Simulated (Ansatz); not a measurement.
Geometry optimisation, RKS PBE0-D4/6-31G* in Ansatz.

The input (input.yaml):

```yaml
crystal:
  periodic: [false, false, false]
  atoms:
    - { symbol: B, position_ang: [0.0, 0.0, 0.0] }
    - { symbol: F, position_ang: [0.0, 0.0, 1.67] }
    - { symbol: H, position_ang: [1.0305, 0.0, -0.595] }
    - { symbol: H, position_ang: [-1.0305, 0.0, -0.595] }
    - { symbol: O, position_ang: [0.0715, -1.6212, 0.5392] }
    - { symbol: Si, position_ang: [-0.6985, -2.9178, -0.2012] }
    - { symbol: H, position_ang: [0.2063, -4.0629, -0.2427] }
    - { symbol: H, position_ang: [-1.8953, -3.2713, 0.5566] }
    - { symbol: H, position_ang: [-1.0766, -2.5477, -1.562] }
    - { symbol: H, position_ang: [0.0453, -1.0266, 1.5024] }
basis:
  gaussian: { orbitals: "6-31G*" }
hamiltonian:
  xc: pbe0
  dispersion: d4
relax:
  f_tol: 0.15
  max_steps: 25
  restrain:
    - { distance: [0, 4], at: 2.61, k: 30.0 }
    - { distance: [9, 1], at: 2.12, k: 30.0 }
    - { distance: [0, 1], at: 1.32, k: 30.0 }
    - { distance: [9, 4], at: 1.01, k: 30.0 }
```

Launched with:

```bash
$ ansatz run input.yaml --threads 1 --pin off --max-ram 2048MiB --backend cpu --events-out ev --progress --plain --runs-dir out
```

Question: Where does it end, and by what steps?

Answer: The forces met the threshold. The restraints hold the end off the free minimum. After 6 steps the energy has fallen by 1.786 eV (the restraints' own energy left out); F2 moved furthest, 0.65 Å. Parted: B1–O5 (1.71 → 2.60 Å).

| step | energy less start (eV) | largest force component (eV/Å) | accepted |
| --- | --- | --- | --- |
| 0 | 0.0000 | 5.916 | yes |
| 1 | -0.5713 | 3.041 | yes |
| 2 | -0.9903 | 2.606 | yes |
| 3 | -1.1948 | 2.631 | yes |
| 4 | -1.6284 | 1.005 | yes |
| 5 | -1.7402 | 0.977 | yes |
| 6 | -1.7863 | 0.761 | yes |

```xyz
10
Properties=species:S:1:pos:R:3
B 0.088 0.447 -0.008
F 0.045 0.538 1.317
H 1.151 0.594 -0.540
H -0.955 0.329 -0.587
O 0.183 -2.053 0.714
Si -0.726 -3.170 -0.127
H 0.123 -4.367 -0.357
H -1.953 -3.569 0.622
H -1.133 -2.630 -1.452
H -0.170 -1.567 1.491
```

Run time: 15 s on 1 thread of Intel(R) Xeon(R) Platinum 8488C (Sapphire Rapids) (shared host), peak memory 0.17 GiB.
